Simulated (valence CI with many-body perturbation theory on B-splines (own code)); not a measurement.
**Which ion has this spectrum?**

A relativistic CI+MBPT calculation for an atom or ion with 13 electrons gives these levels (cm⁻¹):

```
  J  Parity        E     g
1/2     odd        0  0.66
3/2     odd   464425  1.33
1/2    even   722428  2.37
3/2    even  1067829  1.68
5/2    even  1146770  1.40
3/2    even  1260377  0.91
1/2    even  1328110  1.16
5/2    even  1542455  1.36
3/2    even  1594142  0.87
5/2    even  1741243  1.23
1/2    even  1795971  1.79
3/2    even  1835287  1.19
3/2     odd  2008556  1.24
3/2     odd  2118341  0.52
```

The energies are calculated, and their last digits are not significant.

**Question.** Which is it?
A. Te39+
B. Cd35+
C. Sn37+
D. In36+

**Answer.** C. Sn37+, ground level (3s^2 3p1/2) J=1/2.
